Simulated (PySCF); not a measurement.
# Diatomics of Ca with the chalcogens

r²SCAN with double-zeta basis sets in PySCF, for the lowest determinant that a PBE0 search found; no spin–orbit coupling. De refers to high-spin ground-configuration atoms. A positive dipole means M(−)Ca(+).

| M | basis | state (unpaired electrons) | Re (Å) | ωe (cm⁻¹) | De (eV) | μ (D) |
| --- | --- | --- | --- | --- | --- | --- |
| O | def2-SVP | singlet (closed shell) | 1.815 | 805 | 4.75 | 7.96 |
| S | x2c-SVPall | singlet (closed shell) | 2.305 | 494 | 3.94 | 9.67 |
| Se | x2c-SVPall | singlet (closed shell) | 2.429 | 375 | 3.55 | 9.74 |
| Te | def2-SVP | singlet (closed shell) | 2.652 | 312 | 3.04 | 10.20 |

The shortest bond is that of CaO (1.815 Å), the longest that of CaTe (2.652 Å). CaO is bound most strongly (4.75 eV) and CaTe least (3.04 eV).

The rows differ in basis set, which adds steps of its own.

Relativity is treated differently too: O no relativity; S spin-free X2C; Se spin-free X2C; Te scalar-relativistic core potentials.

Down a group bonds as a rule get longer and wavenumbers fall, partly through the reduced mass; this series shows no clear exception.

Spin–orbit coupling is left out, which matters for elements this heavy, above all for dissociation energies.
